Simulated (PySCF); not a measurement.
## Group charges in `[O-]c1cnc(CCO)s1`

Species: C₅H₆NO₂S (charge -1).
Atom-mapped SMILES: `[O-:1][c:2]1[cH:3][n:4][c:5]([CH2:6][CH2:7][OH:8])[s:9]1` (hydrogens: H10 on C3; H11, H12 on C6; H13, H14 on C7; H15 on O8)

Cartesian coordinates in Å at the GFN2-xTB level; atoms count from 1:
```xyz
15
C5H6NO2S angstrom
O      3.9752   -0.4510   -0.0650
C      2.7755   -0.2008   -0.0809
C      2.0134    0.8111   -0.6331
N      0.6743    0.7904   -0.4486
C      0.2654   -0.2178    0.2446
C     -1.1738   -0.4612    0.5617
C     -2.0298   -0.2489   -0.6945
O     -1.9109    1.0524   -1.2011
S      1.5391   -1.3060    0.7791
H      2.4473    1.6141   -1.2055
H     -1.2989   -1.4788    0.9352
H     -1.5140    0.2362    1.3376
H     -3.0917   -0.4087   -0.4684
H     -1.7259   -0.9841   -1.4593
H     -0.9495    1.2611   -1.1294
```

Atomic charges (e) from the PBE0/pcSseg-1 density (PySCF):

| atom | Mulliken | IAO | Hirshfeld | ESP-fitted |
| --- | --- | --- | --- | --- |
| O1 | -0.5009 | -0.5722 | -0.3933 | -0.6070 |
| C2 | +0.0640 | +0.1904 | +0.0258 | +0.5596 |
| C3 | -0.0019 | -0.2758 | -0.1455 | -0.6297 |
| N4 | -0.4963 | -0.2904 | -0.1648 | -0.1695 |
| C5 | -0.1090 | -0.0666 | -0.0105 | +0.1854 |
| C6 | -0.1409 | -0.2853 | -0.0977 | -0.4169 |
| C7 | +0.0894 | -0.0303 | -0.0135 | +0.3562 |
| O8 | -0.4968 | -0.5999 | -0.2790 | -0.6561 |
| S9 | -0.0293 | -0.0079 | -0.1033 | -0.3184 |
| H10 | +0.0432 | +0.1310 | +0.0089 | +0.2017 |
| H11 | +0.0909 | +0.1316 | +0.0267 | +0.1147 |
| H12 | +0.1095 | +0.1292 | +0.0225 | +0.1096 |
| H13 | +0.0681 | +0.1124 | +0.0191 | -0.0163 |
| H14 | +0.0752 | +0.1021 | +0.0132 | -0.0289 |
| H15 | +0.2350 | +0.3318 | +0.0914 | +0.3156 |

Cut each of the bonds C5–C6, C7–C6 and O8–C7 in turn and sum the charges on the side of the atom named first.

In e; the other side holds the total charge, -1, less this:

| bond cut | piece | atoms | Mulliken | IAO | Hirshfeld | ESP-fitted |
| --- | --- | --- | --- | --- | --- | --- |
| C5–C6 | C3HNOS | 7 | -1.030 | -0.891 | -0.783 | -0.778 |
| C7–C6 | CH3O | 5 | -0.029 | -0.084 | -0.169 | -0.029 |
| O8–C7 | OH | 2 | -0.262 | -0.268 | -0.188 | -0.341 |

Extremes among these pieces. Mulliken: lowest C3HNOS at C5, highest CH3O at C7; IAO: lowest C3HNOS at C5, highest CH3O at C7; Hirshfeld: lowest C3HNOS at C5, highest CH3O at C7; ESP-fitted: lowest C3HNOS at C5, highest CH3O at C7.

Do the schemes agree better on the pieces than on the single atoms at the cuts?

The spread between schemes averages 0.182 e for the pieces and 0.353 e for the atoms named first; it is smaller for the piece at 3 of the 3 cuts. On average they agree better on the pieces.

One conformer (not necessarily the lowest) at the GFN2-xTB geometry, without solvent, vibrations or thermal averaging. The pcSseg-1 basis has no diffuse functions, a weakness for an anion.

The run behind these numbers computed NMR shieldings as well. Hardware: Arm Neoverse V1, one thread, no GPU, shared host with 32 logical CPUs at a one-minute load of 21. Cost: 34 s wall, 0.88 GiB resident at most.
